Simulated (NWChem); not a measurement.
Species: ethyl methyl carbonate (C₄H₈O₃); SMILES CCOC(=O)OC

```xyz
15

C     -0.4340     3.0142     0.0000
C      0.4243     1.7763     0.0000
O     -0.4407     0.6425     0.0000
C      0.1608    -0.5400     0.0000
O      1.3489    -0.7276     0.0000
O     -0.7712    -1.4878     0.0000
C     -0.2830    -2.8155     0.0000
H     -1.0787     3.0459     0.8904
H      0.2006     3.9123     0.0000
H     -1.0787     3.0459    -0.8904
H      1.0787     1.7294    -0.8855
H      1.0787     1.7294     0.8855
H     -1.1656    -3.4658     0.0000
H      0.3301    -3.0118    -0.8922
H      0.3301    -3.0118     0.8922
```
Atoms are numbered in this order, from 1.

Results from NWChem. Pople sets run with spherical d functions. Geometry: optimised at PBE0/def2-SVP. B3LYP is NWChem's, with the RPA form of VWN correlation. Vertical excitations in the gas phase; the lowest state need not have the same character in each row.

For level PBE/6-31+G*, TDA:

```
Quantity                                  Value
----------------------------------------  -----
lowest excitation, singlet (eV)            6.48
oscillator strength of that lowest state  0.021
lowest state with f > 0.02, singlet (eV)   6.48
orbital gap (eV)                           6.45
```

Task: What are these values for level B3LYP/6-31+G*, TDA?

Result: 
| Property | Result |
|---|---|
| lowest excitation, singlet (eV) | 7.03 |
| oscillator strength of that lowest state | 0.000 |
| lowest state with f > 0.02, singlet (eV) | 7.40 |
| orbital gap (eV) | 8.30 |
